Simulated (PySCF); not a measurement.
cyanoethylene (C3H3N), singlet, at a GFN2-xTB geometry; MP2/cc-pVDZ run with PySCF.

The PySCF input:
```python
from pyscf import gto, scf, mp

mol = gto.M(
    atom='''
C    -0.180790   -1.615804    0.000369
C     0.566617   -0.518232   -0.002496
C     0.009846    0.778324    0.000146
H    -1.257314   -1.565384    0.004886
H     0.261224   -2.597650   -0.001716
H     1.648648   -0.554021   -0.007033
N    -0.432371    1.835904    0.002250
''',
    basis='cc-pvdz',
    charge=0,
    spin=0,
    verbose=4,
)

mf = scf.RHF(mol)
mf.kernel()

pt = mp.MP2(mf, frozen=4)
pt.kernel()
print('E(MP2) = %.10f' % pt.e_tot)
```

What the program printed (banner, timings and long lists left out):

```
PySCF version 2.14.0

[INPUT] verbose = 4
[INPUT] num. atoms = 7
[INPUT] num. electrons = 28
[INPUT] charge = 0
[INPUT] spin (= nelec alpha-beta = 2S) = 0
[INPUT] symmetry False subgroup None
[INPUT] Mole.unit = angstrom
[INPUT] Symbol           X                Y                Z      unit          X                Y                Z       unit  Magmom
[INPUT]  1 C     -0.180790000000  -1.615804000000   0.000369000000 AA   -0.341643586060  -3.053427030977   0.000697308940 Bohr   0.0
[INPUT]  2 C      0.566617000000  -0.518232000000  -0.002496000000 AA    1.070750947523  -0.979316548986  -0.004716756407 Bohr   0.0
[INPUT]  3 C      0.009846000000   0.778324000000   0.000146000000 AA    0.018606243422   1.470819196176   0.000275900014 Bohr   0.0
[INPUT]  4 H     -1.257314000000  -1.565384000000   0.004886000000 AA   -2.375979112581  -2.958147039776   0.009233201845 Bohr   0.0
[INPUT]  5 H      0.261224000000  -2.597650000000  -0.001716000000 AA    0.493641817163  -4.908847067476  -0.003242770030 Bohr   0.0
[INPUT]  6 H      1.648648000000  -0.554021000000  -0.007033000000 AA    3.115493195812  -1.046947957258  -0.013290443834 Bohr   0.0
[INPUT]  7 N     -0.432371000000   1.835904000000   0.002250000000 AA   -0.817062774204   3.469355750993   0.004251883780 Bohr   0.0

nuclear repulsion = 90.9896510824056
number of shells = 29
number of NR pGTOs = 125
number of NR cGTOs = 71
basis = cc-pvdz
ecp = {}

******** <class 'pyscf.scf.hf.RHF'> ********
method = RHF
initial guess = minao
damping factor = 0
level_shift factor = 0
DIIS = <class 'pyscf.scf.diis.CDIIS'>
diis_start_cycle = 1
diis_space = 8
diis_damp = 0
SCF conv_tol = 1e-09
SCF conv_tol_grad = None
SCF max_cycles = 50
direct_scf = True
direct_scf_tol = 1e-13
Set gradient conv threshold to 3.16228e-05
Initial guess from minao.
init E= -170.499380018821
  HOMO = -0.281158435367739  LUMO = -0.00264374992192939  gap/eV = 7.57877
cycle= 1 E= -169.69194707503  delta_E= 0.807  |g|= 0.52  |ddm|= 2.59
  HOMO = -0.414056847938155  LUMO = 0.0361972551847045  gap/eV = 12.25204
cycle= 2 E= -169.73823853799  delta_E= -0.0463  |g|= 0.441  |ddm|= 0.738
  HOMO = -0.401351549977417  LUMO = 0.0794663311207557  gap/eV = 13.08372
cycle= 3 E= -169.779847342645  delta_E= -0.0416  |g|= 0.0621  |ddm|= 0.365
  HOMO = -0.391324430717569  LUMO = 0.0949830391068049  gap/eV = 13.23310
cycle= 4 E= -169.781472786695  delta_E= -0.00163  |g|= 0.0157  |ddm|= 0.0998
  HOMO = -0.395721532127634  LUMO = 0.0914678981521648  gap/eV = 13.25710
cycle= 5 E= -169.781559481299  delta_E= -8.67e-05  |g|= 0.00465  |ddm|= 0.0251
  HOMO = -0.395338620871339  LUMO = 0.0919778244353431  gap/eV = 13.26056
cycle= 6 E= -169.781568026761  delta_E= -8.55e-06  |g|= 0.00183  |ddm|= 0.00852
  HOMO = -0.395223145360057  LUMO = 0.0920895701580013  gap/eV = 13.26045
cycle= 7 E= -169.78156923766  delta_E= -1.21e-06  |g|= 0.000546  |ddm|= 0.00267
  HOMO = -0.395282302354164  LUMO = 0.0920774092495886  gap/eV = 13.26173
cycle= 8 E= -169.781569385446  delta_E= -1.48e-07  |g|= 0.000188  |ddm|= 0.000793
  HOMO = -0.395278066092961  LUMO = 0.0920840069679456  gap/eV = 13.26180
cycle= 9 E= -169.781569423786  delta_E= -3.83e-08  |g|= 9.86e-05  |ddm|= 0.000358
  HOMO = -0.395284749195695  LUMO = 0.0920777214994137  gap/eV = 13.26181
cycle= 10 E= -169.781569439299  delta_E= -1.55e-08  |g|= 4.25e-05  |ddm|= 0.000273
  HOMO = -0.395290673305983  LUMO = 0.0920737868977155  gap/eV = 13.26186
cycle= 11 E= -169.781569442067  delta_E= -2.77e-09  |g|= 8.01e-06  |ddm|= 0.000144
  HOMO = -0.395290707637216  LUMO = 0.0920742026712156  gap/eV = 13.26187
cycle= 12 E= -169.781569442139  delta_E= -7.2e-11  |g|= 3.08e-06  |ddm|= 2.29e-05
  HOMO = -0.395290872686857  LUMO = 0.0920740589720808  gap/eV = 13.26188
Extra cycle  E= -169.781569442142  delta_E= -2.61e-12  |g|= 1.95e-06  |ddm|= 4.7e-06
converged SCF energy = -169.781569442142

******** <class 'pyscf.mp.mp2.RMP2'> ********
nocc = 10, nmo = 67
frozen orbitals 4
E(RMP2) = -170.318345392838  E_corr = -0.53677595069642
E(SCS-RMP2) = -170.307557033791  E_corr = -0.525987591648756
E_corr(same-spin) = -0.136319479831094
E_corr(oppo-spin) = -0.400456470865326
E(MP2) = -170.3183453928
```
